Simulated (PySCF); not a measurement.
# Ne⁷⁺ (neon, charge +7) across methods

[He] 2s1, 2S determinant. Computed with PySCF 2.14 in an uncontracted even-tempered set (20 s from 0.56 bohr⁻², ratio 2.2; 9 p from 0.95 bohr⁻², ratio 2.4; 6 d from 2.8 bohr⁻², ratio 2.4; 5 f from 4.3 bohr⁻², ratio 2.4; 5 g from 6.4 bohr⁻², ratio 2.4), with the spin-free X2C one-electron Hamiltonian (Gaussian nucleus).

| method | E (hartree) | mean ε 1s α (eV) | mean ε 1s β (eV) | mean ε 2s α (eV) | Σ⟨r²⟩ (bohr²) | ⟨S²⟩ |
| --- | --- | --- | --- | --- | --- | --- |
| MN15 | -102.8768 | -1091.7 | -1091.6 | -230.79 | 0.6122 | 0.750 |
| LDA | -102.0950 | -1082.8 | -1080.4 | -225.24 | 0.6165 | 0.750 |
| PBE0 | -102.7484 | -1104.4 | -1101.5 | -229.58 | 0.6140 | 0.750 |
| r2SCAN | -102.8020 | -1095.3 | -1093.3 | -227.00 | 0.6148 | 0.750 |
| M06-L | -102.8427 | -1095.4 | -1093.7 | -227.03 | 0.6112 | 0.750 |
| UHF | -102.75916 | -1151.4 | -1146.6 | -238.99 | 0.6153 | 0.750 |
| PBE | -102.7261 | -1088.5 | -1086.2 | -226.28 | 0.6139 | 0.750 |
